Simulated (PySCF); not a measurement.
Ga(OH)3, SMILES [Ga]([OH])([OH])[OH] (H3GaO3), singlet, B3LYP/def2-SVP optimised geometry.

```
7

Ga    -0.16    -0.39     0.00
O     -1.05    -1.93     0.00
H     -2.00    -1.81     0.00
O     -1.05     1.16     0.00
H     -0.47     1.93     0.00
O      1.63    -0.39     0.00
H      2.00    -1.28     0.00
```

Density from B3LYP/def2-TZVP run with PySCF at that geometry.

Minimum of the electron density along straight lines between bonded atoms, close to the bond critical point (lines longer than 1.1 times the sum of covalent radii, or with two minima, are not listed):

```
bond    length / Å  ρ at the minimum / e bohr⁻³  ∇²ρ there / e bohr⁻⁵  position (fraction from the first atom)
------  ----------  ---------------------------  --------------------  ---------------------------------------
Ga1–O2       1.782                        0.136                  0.72                                     0.48
O2–H3        0.966                        0.353                 -2.33                                     0.80
Ga1–O4       1.783                        0.136                  0.72                                     0.48
O4–H5        0.966                        0.353                 -2.33                                     0.80
Ga1–O6       1.783                        0.136                  0.72                                     0.48
O6–H7        0.966                        0.353                 -2.33                                     0.80
```
